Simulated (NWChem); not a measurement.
Species: CH$_{4}$F$_{2}$O$_{2}$Si; SMILES O[Si](O)(F)CF

```xyz
10

O     -1.2317     0.5050     1.1202
Si     0.0186     0.3923     0.0572
O      1.1998     1.4338     0.5062
F     -0.5560     0.7590    -1.4142
C      0.7932    -1.3110    -0.0316
F     -0.1932    -2.2403    -0.3134
H     -2.0629     0.0846     0.8806
H      0.9437     2.3197     0.7795
H      1.2737    -1.5706     0.9279
H      1.5733    -1.3594    -0.8115
```
Atoms are numbered in this order, from 1.

Program: NWChem. The geometry was optimised at PBE0/def2-SVP.

```csv
atom,ESP charge (e),Mulliken charge (e)
O1,-0.711,-0.39
Si2,1.069,0.84
O3,-0.747,-0.38
F4,-0.378,-0.34
C5,0.077,0.07
F6,-0.273,-0.29
H7,0.418,0.20
H8,0.457,0.20
H9,0.039,0.04
H10,0.047,0.04
```

Q: Find the dipole moment that each set of point charges gives, and compare with the B3LYP/def2-SVP density's own.

A: 
1. μ = Σ q r × 4.8032 D/(e Å). ESP charges give (0.08, 0.88, 1.09) D, of length 1.40 D.
2. Mulliken charges give (1.12, 1.20, 1.57) D, of length 2.3 D.
3. The density's dipole is 1.37 D: the ESP set is off by 0.03 D in length and the Mulliken set by 0.9 D. ESP charges are fitted to the potential outside the molecule; Mulliken charges are a partition of the basis functions.
